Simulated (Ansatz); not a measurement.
These are Ansatz (a program for electronic structure) with frozen-core CCSD(T)/cc-pVTZ // PBE0-D3(BJ)/def2-TZVP values and carry that method's errors.

Ansatz 0.2 input:
```yaml
crystal:
  periodic: [false, false, false]
  atoms:
    - { symbol: C, position_ang: [-1.445412, -0.484486, -0.372983] }
    - { symbol: C, position_ang: [-0.349612, 0.181166, -0.156447] }
    - { symbol: C, position_ang: [0.750337, 0.837624, 0.063561] }
    - { symbol: S, position_ang: [2.253105, 0.18701, 0.707088] }
    - { symbol: H, position_ang: [-1.637288, -0.962834, -1.329373] }
    - { symbol: H, position_ang: [-2.209552, -0.581174, 0.393207] }
    - { symbol: H, position_ang: [0.813401, 1.900088, -0.150903] }
    - { symbol: H, position_ang: [1.82502, -1.077394, 0.845849] }
basis:
  gaussian: { orbitals: cc-pVTZ }
correlation:
  method: ccsd_t
```

Output:

```
Functional definition: HF
1024 factors; integrals over basis functions are off by at most 1.1e-3 eV
mean field evaluation 1: about -13969.0670 eV, gradient 2.6e1 eV
mean field evaluation 2: about -13969.3642 eV, gradient 2.6e1 eV
mean field evaluation 4: about -13971.6241 eV, gradient 3.8e0 eV
mean field evaluation 8: about -13971.6805 eV, gradient 3.0e-1 eV
mean field evaluation 16: about -13969.0649 eV, gradient 2.6e1 eV
mean field -13971.68109949 eV, -513.4498100606 hartree, gradient 2.9e-6 eV, S^2 0.000000; 0 other end points of the search recorded, 0 dependent functions left out
8 core orbitals not correlated
reference -13971.68109949 eV, -513.4498100606 hartree; 11, 11 occupied and 161, 161 virtual orbitals, 1024 factors
second order -17.63300762 eV of doubles, -0.00000000 eV of singles
cycle   1  -18.03550963 eV  change   -4.0e-1 eV  update   9.9e-2
cycle   2  -18.53174888 eV  change   -5.0e-1 eV  update   3.2e-2
cycle   3  -18.64404806 eV  change   -1.1e-1 eV  update   1.6e-2
cycle   4  -18.63945526 eV  change    4.6e-3 eV  update   4.3e-3
cycle   5  -18.64076370 eV  change   -1.3e-3 eV  update   1.8e-3
cycle   6  -18.64117364 eV  change   -4.1e-4 eV  update   4.9e-4
cycle   7  -18.64110771 eV  change    6.6e-5 eV  update   2.1e-4
cycle   8  -18.64115099 eV  change   -4.3e-5 eV  update   7.1e-5
cycle   9  -18.64116250 eV  change   -1.2e-5 eV  update   2.6e-5
perturbative correction -0.93521899 eV, -0.0343686639 hartree
Total energy: -13991.25748098 eV, -514.1692288111 hartree
```

Cost: around 30 core-seconds (rough).
